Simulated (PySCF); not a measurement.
# Steps of a relaxation of [TaF4]+

[TaF4]+ (singlet). PySCF 2.14.0, RKS B3LYP, Ta def2-SVP with ECP60, F def2-SVP; non-relativistic Hamiltonian with scalar-relativistic core potentials where named; density fitting; no spin-orbit coupling. Origin of the start: template. Columns: position (Å) and force (eV/Å). Energies are counted from the last step; some of the 4 steps are shown. Forces carry noise of the integration grid, about 0.01 to 0.03 eV/Å.

Run from Python with OMP_NUM_THREADS=2. Where DIIS fails, smearing, a level shift and second-order steps follow.
It took 8.8 s on 2 threads of Arm Neoverse V1, with other jobs on the host, from the converged density of the start.

```xyz
5
step 0  E = 0.094 eV
Ta    0.0000    0.0000    0.0000     0.00    0.00    0.00
F     1.0328    1.0328    1.0328     0.86    0.86    0.86
F    -1.0328   -1.0328    1.0328    -0.86   -0.86    0.86
F     1.0328   -1.0328   -1.0328     0.86   -0.86   -0.86
F    -1.0328    1.0328   -1.0328    -0.86    0.86   -0.86
```

```xyz
5
step 1  E = 0.007 eV
Ta    0.0000    0.0000    0.0000     0.00    0.00    0.00
F     1.0564    1.0564    1.0564    -0.22   -0.22   -0.22
F    -1.0564   -1.0564    1.0564     0.22    0.22   -0.22
F     1.0564   -1.0564   -1.0564    -0.22    0.22    0.22
F    -1.0564    1.0564   -1.0564     0.22   -0.22    0.22
```

```xyz
5
step 2  E = 0.000 eV
Ta    0.0000    0.0000    0.0000     0.00    0.00    0.00
F     1.0515    1.0515    1.0515    -0.02   -0.02   -0.02
F    -1.0515   -1.0515    1.0515     0.02    0.02   -0.02
F     1.0515   -1.0515   -1.0515    -0.02    0.02    0.02
F    -1.0515    1.0515   -1.0515     0.02   -0.02    0.02
```

Problem. Where does the relaxation end?

Solution. It converges at step 3 in Td:
```xyz
5
step 3  E = 0
Ta    0.0000    0.0000    0.0000
F     1.0511    1.0511    1.0511
F    -1.0511   -1.0511    1.0511
F     1.0511   -1.0511   -1.0511
F    -1.0511    1.0511   -1.0511
```

Problem. How did the contacts change?

Solution. 
```tsv
contact	start (Å)	end (Å)
Ta1–F2 (F)	1.789	1.821
Ta1–F3 (F)	1.789	1.821
Ta1–F4 (F)	1.789	1.821
Ta1–F5 (F)	1.789	1.821
```
